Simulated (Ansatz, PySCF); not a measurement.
This Ansatz (a quantum-chemistry and plane-wave program) input computes a CAM-B3LYP/def2-TZVPD energy:

Ansatz 0.2 input:
```yaml
crystal:
  periodic: [false, false, false]
  atoms:
    - {symbol: F, position_ang: [1.59874485, -0.56228572, -0.01150265]}
    - {symbol: S, position_ang: [0.16205803, 0.28779531, 0.15323027]}
    - {symbol: F, position_ang: [-1.27772601, 1.10827066, -0.10693477]}
    - {symbol: F, position_ang: [-0.60912201, -1.05762104, -0.15397195]}
basis:
  gaussian:
    orbitals: def2-TZVPD
hamiltonian:
  xc: {name: CAM-B3LYP}
magnetization: {spin_polarized: true, initial_magnetization: 1}
output: {forces: true}
```

Task: Write an input for the same energy in PySCF and say what it gives.

Result: 
```python
from pyscf import gto, scf, dft

mol = gto.M(
    atom='''
    F     1.59874485   -0.56228572   -0.01150265
    S     0.16205803    0.28779531    0.15323027
    F    -1.27772601    1.10827066   -0.10693477
    F    -0.60912201   -1.05762104   -0.15397195
    ''',
    basis='def2-tzvpd',
    charge=0,
    spin=1,
    verbose=4,
)

mf = dft.UKS(mol, xc='camb3lyp').density_fit(auxbasis='def2-universal-jkfit')
mf.grids.level = 3
mf.conv_tol = 1e-9
mf.max_cycle = 100
mf.max_memory = 1500
mf.kernel()
if not mf.converged:
    mf = mf.newton()
    mf.kernel(mf.make_rdm1())
for _ in range(2):
    mo, _, stable, _ = mf.stability(return_status=True)
    if stable:
        break
    mf.kernel(mf.make_rdm1(mo, mf.mo_occ))
mf.analyze()
```
It gives -697.74777 Eh, and Ansatz -697.74775 Eh, a difference of 0.02 mEh, from the treatment of integrals and grids.

It need not be the lowest isomer of its formula.
